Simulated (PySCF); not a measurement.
Species: sum formula H$_{5}$BSiO$_{3}$, charge 0, multiplicity 1. 
Geometry from a B3LYP-D3(BJ)/def2-TZVP (Ansatz) optimisation:
```xyz
10

O     -0.9525     0.5204     1.2832
B     -0.8436    -0.3860     0.2505
O     -1.7688    -1.3534    -0.0438
O      0.2609    -0.3214    -0.5386
Si     1.5870     0.6615    -0.5390
H     -1.7397     0.4585     1.8291
H     -2.5412    -1.3823     0.5251
H      1.1905     2.0735    -0.7389
H      2.4408     0.2216    -1.6614
H      2.3325     0.5333     0.7334
```

Dispersion corrections to the total energy (kcal/mol) from the dftd3 and dftd4 libraries through PySCF: D3(BJ) without and D4 with the three-body term, each with the damping fitted for the functional named.

```
functional  D3(BJ)     D4
----------  ------  -----
LC-wPBE      -3.76      …
B3LYP        -6.91  -6.68
TPSS         -4.98      …
CAM-B3LYP    -3.15      …
B2PLYP       -3.25  -2.90
r2SCAN       -1.11  -1.03
PW6B95       -2.05  -3.59
```

**Question.** What belongs in the gaps?

**Answer.** 
- LC-wPBE, D4: -4.61
- TPSS, D4: -5.61
- CAM-B3LYP, D4: -3.52
